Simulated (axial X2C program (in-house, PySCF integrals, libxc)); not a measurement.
# Potential curves of AlCu, 2c

All values were computed with an axial X2C code built on PySCF integrals. Two-component (2c) means X2C with spin–orbit coupling and atomic mean-field two-electron Coulomb and Gaunt terms. Basis: Cu dyall-cv3z [9s9p6d3f2g], Al dyall-v3z [8s8p2d1f] (cores contracted in-house); Gaussian nuclei, density fitting, unrestricted open shells. Masses: Cu 62.930 u, Al 26.982 u.

State: Ω = 0 (closed shell). Energies in eV from the fragments at the same level (Cu + Al). Fits are polynomials in 1 − R0/R over 0.85 to 1.23 times the lowest point R0.

```tsv
R (Å)	CCSD	PBE0	MP2	LDA
2.0628		-1.7607	-1.9352	-2.8967
2.1576	-1.8888	-1.9860	-2.1035	-3.0670
2.2287	-1.9839	-2.0827	-2.1595	-3.1244
2.2999	-2.0339	-2.1326	-2.1713	-3.1370
2.3710	-2.0490	-2.1457	-2.1501	-3.1150
2.4540	-2.0332	-2.1260	-2.0947	-3.0571
2.5370	-1.9910	-2.0779	-2.0160	-2.9738
2.6437	-1.9098	-1.9868	-1.8920	-2.8416
2.7741		-1.8466	-1.7200	-2.6574
2.9638		-1.6137	-1.4528	-2.3715
```

Correlated methods: 14 electrons correlated (number of frozen shells: Cu 3 s, 2 p; Al 2 s, 1 p), 220 virtual spin orbitals or spinors in MP2.

The state is one determinant whose occupation by symmetry is held fixed; it was picked as the lowest of a PBE0 search that is not exhaustive. Closed shells are restricted here (equal orbitals for both partners); the stretched side of such a curve lies too high. De is counted from the lowest determinant-based energies of the atoms at the same level, without counterpoise correction. CCSD ran in a truncated set of natural virtual spinors with an MP2 remainder; without triples it tends to underbind. In 2c an atomic determinant is not the ground J level, so De misses part of the atomic spin–orbit lowering. This holds for PBE0, LDA. The functionals have no current-density term, which raises determinants with orbital currents, atoms included. The T1 diagnostic is large, a sign of multireference character. Coupled cluster ran on the points near the minimum only. MP2 and coupled cluster on one determinant become unreliable at the stretched end.

What are Re, ωe and De at the CCSD level?

At CCSD, 2c: Re = 2.372 Å, ωe ≈ 274 cm⁻¹, De = 2.05 eV to Cu + Al; Be follows as 0.159 cm⁻¹.

Fit the PBE0 curve near its minimum: give the equilibrium distance, the harmonic wavenumber and the well depth.

At PBE0, 2c: Re = 2.366 Å, ωe ≈ 285 cm⁻¹, De = 2.15 eV to Cu + Al; Be follows as 0.16 cm⁻¹.

What are Re, ωe and De at the MP2 level?

At MP2, 2c: Re = 2.287 Å, ωe ≈ 314 cm⁻¹, De = 2.17 eV to Cu + Al; Be follows as 0.171 cm⁻¹.

Fit the LDA curve near its minimum: give the equilibrium distance, the harmonic wavenumber and the well depth.

At LDA, 2c: Re = 2.287 Å, ωe ≈ 320 cm⁻¹, De = 3.14 eV to Cu + Al; Be follows as 0.171 cm⁻¹.
